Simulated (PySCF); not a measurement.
A GIAO shielding run with PySCF (density fitting, non-relativistic, gas phase) on `FC([SiH2]C(C)=S)(F)F`, C3H5F3SSi:

```
$ OMP_NUM_THREADS=1 python probes_run.py task.json out

{"job": {"kind": "nmr", "xc": "PBE0", "basis": "pcSseg-1"}, "charge": 0, "multiplicity": 1}
C      1.583960     0.632521     0.559025
C      1.206321    -0.604095    -0.168421
S      2.317761    -1.706736    -0.626162
Si    -0.590544    -1.011054    -0.620107
C     -1.695044     0.467888     0.013431
F     -1.610929     0.653778     1.347929
F     -1.362704     1.650768    -0.545604
F     -2.998873     0.279094    -0.256862
H      1.068296     0.669465     1.520290
H      2.658500     0.680691     0.721359
H      1.260534     1.509899    -0.003880
H     -0.776360    -1.038736    -2.066524
H     -1.065305    -2.182999     0.107799
```

Hardware: 1 thread of an Arm Neoverse N1, shared host. The job also computes population analyses, field gradients.

**Question.** How large is the calculation?

**Answer.** 80 electrons, 175 basis functions and 956 auxiliary functions.

**Question.** How long does it take, and how much memory does it need?

**Answer.** 46 s of wall time, with 14 SCF cycles and 5 response iterations; peak memory 0.95 GiB. Times on a shared host scatter by some tens of per cent.
